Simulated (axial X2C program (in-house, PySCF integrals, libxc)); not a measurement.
## PbO: from Re and ωe to a spectrum

A bond curve at the TPSS level, two-component, was computed with an in-house all-electron X2C program for linear molecules (integrals from PySCF) (basis Pb dyall-cv4z [14s16p11d7f3g], O dyall-av4z [8s7p4d3f2g] (cores contracted in-house)) for the state Ω = 0 (closed shell). Its fit gives Re = 1.9291 Å, ωe = 729.1 cm⁻¹, ωexe = 2.92 cm⁻¹ and αe = 1.688e-03 cm⁻¹; the masses are 207.9766 and 15.9949 u. Two-component means X2C with spin–orbit coupling and atomic mean-field Coulomb and Gaunt terms.

**Question.** Find the reduced mass, Be and the force constant.

**Answer.** From the TPSS values: μ = 14.8526 u. Be = 16.8576/(μ Re²) = 0.305 cm⁻¹. k = 5.8918×10⁻⁷ μ ωe² = 4.65 mdyn/Å.

**Question.** Estimate De from a Morse curve and compare with the computed well depth of 4.300 eV to Pb + O.

**Answer.** De(Morse) = ωe²/(4ωexe) = 5.643 eV against 4.300 eV computed, a ratio of 1.31. The extrapolation overshoots: the well softens faster than a Morse curve, or the lowest atomic limit lies below the one to which the curve heads.

**Question.** Estimate the centrifugal constant by the Kratzer relation.

**Answer.** D = 4Be³/ωe² = 2.13e-07 cm⁻¹.

**Question.** Where do the fundamental and the first overtone lie?

**Answer.** ν(1←0) = ωe − 2ωexe = 723.3 cm⁻¹; ν(2←0) = 2ωe − 6ωexe = 1440.7 cm⁻¹.

**Question.** Give B0, the J = 1←0 line in GHz and the most populated J at 300 K (kT = 208.5 cm⁻¹).

**Answer.** B0 = Be − αe/2 = 0.3041 cm⁻¹; 2B0 = 18.24 GHz; J(max) ≈ √(kT/2B0) − 1/2 = 18.0, so J = 18.

The state is a single determinant with fixed occupations, the lowest that a limited PBE0 search found. De is counted from the lowest determinant-based energies of the atoms at the same level, without counterpoise correction. A 2c atom that is not at its ground J level misses part of its spin–orbit lowering, and De is too large by that part (0.04 eV or less for light atoms). This holds for TPSS. The functionals have no current-density term, which raises determinants with orbital currents, atoms included.
